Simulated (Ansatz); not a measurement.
A made-up structure of InH$_{2}$I, closed shell:

```xyz
4
angstrom
In -0.3396 -0.0394 -0.1169
I 2.4742 0.2873 0.8517
H -1.1281 -1.7198 0.3476
H -1.0065 1.4719 -1.0824
```

It is relaxed with PBE-D4/def2-SVP and then PBE0-D4/def2-TZVP (Ansatz 0.2.0). Atoms count as bonded within 1.22 times the sum of their covalent radii (H–H: 0.88 Å). The end point is not checked to be a true minimum.

(1) Does its bonding change? (Judge from chemistry; the calculation decides.)

Results:

(1) The calculation gives: No: no bond forms or breaks.

Where it ends: The first stage lowers the energy by 0.53 eV in 6 steps. It ends as InH₂I ([InH2][I]):
In1  (-0.303, -0.035, -0.104)
I2  (2.209, 0.257, 0.760)
H3  (-1.007, -1.536, 0.310)
H4  (-0.899, 1.314, -0.966)
(Å)

Labels in which every atom is bracketed show which atoms are joined, not bond orders.

For scale, one of the runs: PBE0-D4/def2-TZVP relaxation, 112 basis functions, launched by `ansatz run in.yaml --threads 2 --pin off --events-out ev --progress --plain --max-ram 4352MiB`. Hardware: 2 CPU threads of an Arm Neoverse V2, shared host. Wall time about 8.5 s.
